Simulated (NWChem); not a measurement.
Molecule: SiBr4; SMILES Br[Si](Br)(Br)Br

This build's default masses of Se (78.918 u) and Br (79.917 u) are each other's, which moves their modes by up to 0.6 %. B3LYP is NWChem's, with the RPA form of VWN correlation.

Task: Give the equilibrium geometry at B3LYP/6-31G* (spherical d) (NWChem) as a list of bonds and angles, with the point group.

Result: point group Td; any orientation.
Bonded distances (Å): Br1–Si2 2.225, Si2–Br3 2.225, Si2–Br4 2.225, Si2–Br5 2.225. Bond angles (°): Br1–Si2–Br3 109.5, Br1–Si2–Br4 109.5, Br1–Si2–Br5 109.5, Br3–Si2–Br4 109.5, Br3–Si2–Br5 109.5, Br4–Si2–Br5 109.5.
